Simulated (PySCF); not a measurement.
# Electron correlation in Zr²⁺ (zirconium, charge +2)

[Kr] 4d1 5p1, one real determinant (an excited configuration). Calculation: PySCF 2.14, in def2-TZVPPD with the def2 core potential (28 electrons); a scalar-relativistic core potential. Frozen: 4s2 4p6; 2 electrons correlated.

With two correlated electrons CCSD is exact within the correlated space (frozen core and kept virtual orbitals).

```csv
level,correlation energy (mhartree)
CCSD,-4.27
```

Diagnostics: T1 = 0.0041, D1 = 0.0065, largest double amplitude 0.044.

The real determinant used has ⟨L²⟩ near 8 against 12 for a pure F term, so it mixes terms.

Cost of the coupled-cluster step: of the order of 1 core-seconds, for 2 correlated electrons.

Iterations:

```
CC2 = 0
CCSD nocc = (np.int64(2), np.int64(0)), nmo = (52, 52)
frozen orbitals [[0, 1, 2, 3], [0, 1, 2, 3]]
max_cycle = 100
direct = 0
conv_tol = 1e-08
conv_tol_normt = 1e-06
diis_space = 8
diis_start_cycle = 0
Init t2, MP2 energy = -0.002773638711686
Init E_corr(UCCSD) = -0.00277363871197516
cycle = 1  E_corr(UCCSD) = -0.00364267133094637  dE = -0.000869032619  norm(t1,t2) = 0.0161266
cycle = 2  E_corr(UCCSD) = -0.00396458762648445  dE = -0.000321916296  norm(t1,t2) = 0.00776045
cycle = 3  E_corr(UCCSD) = -0.0042454699648649  dE = -0.000280882338  norm(t1,t2) = 0.00418583
cycle = 4  E_corr(UCCSD) = -0.00424368841529192  dE = 1.78154957e-06  norm(t1,t2) = 0.00100657
cycle = 5  E_corr(UCCSD) = -0.0042467643320601  dE = -3.07591677e-06  norm(t1,t2) = 0.000732227
cycle = 6  E_corr(UCCSD) = -0.00424824626130048  dE = -1.48192924e-06  norm(t1,t2) = 0.00070335
cycle = 7  E_corr(UCCSD) = -0.0042696247683785  dE = -2.13785071e-05  norm(t1,t2) = 0.000652622
cycle = 8  E_corr(UCCSD) = -0.00427142214291619  dE = -1.79737454e-06  norm(t1,t2) = 0.000241914
cycle = 9  E_corr(UCCSD) = -0.00427668941933241  dE = -5.26727642e-06  norm(t1,t2) = 7.85891e-05
cycle = 10  E_corr(UCCSD) = -0.0042745168839562  dE = 2.17253538e-06  norm(t1,t2) = 3.41488e-05
cycle = 11  E_corr(UCCSD) = -0.00427452175624547  dE = -4.87228927e-09  norm(t1,t2) = 4.80524e-06
cycle = 12  E_corr(UCCSD) = -0.0042745432197358  dE = -2.14634903e-08  norm(t1,t2) = 2.36641e-06
cycle = 13  E_corr(UCCSD) = -0.00427453948690467  dE = 3.73283113e-09  norm(t1,t2) = 7.34068e-07
UCCSD converged
E(UCCSD) = -45.55472711549337  E_corr = -0.004274539486904673
```

The reference is one real determinant that mixes LS terms of this configuration.
